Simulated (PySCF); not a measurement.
# Excitation energy of F²⁺ by level of theory

F²⁺ [He] 2s2 2p3 (4S) → F²⁺ [He] 2s1 2p4 (4P), as a difference of total energies. All numbers are calculated (PySCF 2.14, the non-relativistic Hamiltonian (point nucleus), in aug-cc-pVQZ). Correlated levels: valence: 1s2 frozen. The calculations carry no spin-orbit coupling.

```csv
method,excitation energy (eV)
UHF,18.825
MP2 (valence),18.872
SCS-MP2 (valence),18.880
CCSD (valence),18.837
CCSD(T) (valence),18.830
```

A first-order spin-orbit estimate (lowest level to lowest level, LS coupling) adds -0.023 eV.
